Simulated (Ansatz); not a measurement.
A ladder of methods for GaF (SMILES [F][Ga])

GaF has 2 atoms, charge 0, and is taken as a singlet. As SMILES, `[F][Ga]`. Geometry: relaxed at PBE0-D4/def2-TZVP.

```
atom   x (Å)   y (Å)   z (Å)
   F  0.0000  0.0000  0.0063
  Ga  0.0000  0.0000  1.7929
```

Each level gives the energy change with the F1–Ga2 bond stretched from 1.787 to 2.233 Å (eV). The values are calculated.

```csv
level,kind,program,value (eV),CPU time (all runs)
SVWN5/STO-3G (restricted),LDA,Ansatz,2.20,7.6 s
PBE/STO-3G (restricted),GGA,Ansatz,1.99,15 s
r2SCAN/STO-3G (restricted),meta-GGA,Ansatz,2.19,40 s
PBE0/STO-3G (restricted),global hybrid,Ansatz,2.26,25 s
CAM-B3LYP/STO-3G (restricted),range-separated hybrid,Ansatz,2.42,25 s
wB97X/STO-3G (restricted),range-separated hybrid,Ansatz,2.44,78 s
B2PLYP/STO-3G (restricted),double hybrid,Ansatz,2.27,18 s
MP2/STO-3G (restricted),perturbation theory,Ansatz,2.37,1.5 s
```

All-electron rows without a relativistic Hamiltonian named are non-relativistic. The first shape isn't each level's own minimum. The values span 1.99 to 2.44 eV. All rows use very small basis sets, so none should be taken for the real molecule's value. In the correlated wave-function rows the outer d shell of Ga is correlated, in sets not made for it. Times are those of the runs behind each value, whatever else they computed, on shared processors of several kinds: orders of magnitude only.
